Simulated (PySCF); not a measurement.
Start geometry of `F[CH](F)[GeH3]` from GFN2-xTB (Å):
```
atom  x, y, z in Å
F1    -1.377    1.025   -0.787
C2    -1.003    0.033    0.022
F3    -1.489   -1.114   -0.537
Ge4    1.032   -0.021    0.062
H5    -1.515    0.165    0.974
H6     1.412   -1.165    0.919
H7     1.507    1.260    0.631
H8     1.488   -0.201   -1.337
```

What comes out of this run: PySCF, PBE0-D3(BJ)/def2-SVP geometry optimisation, gas phase?

```
atom  x, y, z in Å
F1    -1.7100    1.3282   -0.8924
C2    -1.3711    0.3149   -0.0572
F3    -1.6836   -0.8562   -0.6661
Ge4    0.5835    0.3744    0.3051
H5    -1.9935    0.4014    0.8525
H6     0.9442   -0.7823    1.2508
H7     0.9202    1.7223    0.9629
H8     1.3154    0.2266   -1.0350
```

The energy falls by 13.2 kJ/mol over 7 energy and gradient evaluations, the largest force component goes from 0.0333 to 1.8e-04 Eh/bohr, and the atoms move by 0.041 Å rms after alignment. Among the bonds, Ge4–H6 and Ge4–H7 change most and about equally (+0.057 to +0.058 Å). Bonds longer at the end by more than 0.005 Å: 5 of 7; shorter: 2. Among the angles that change most is Ge4–C2–H5, from 117.2° to 113.6°. Rotational constants go from 9143, 2597, 2163 to 8856, 2678, 2200 MHz. The orientation of the end geometry is arbitrary; only internal coordinates are fixed.

The run used 94 basis functions and 41 SCF cycles in all. On an Arm Neoverse V1 with one thread, no GPU (shared host), this took 21 s wall and 0.39 GiB of memory at its peak.

No PBE0-D3(BJ)/def2-SVP frequencies stand behind this structure, so it isn't proved a minimum.
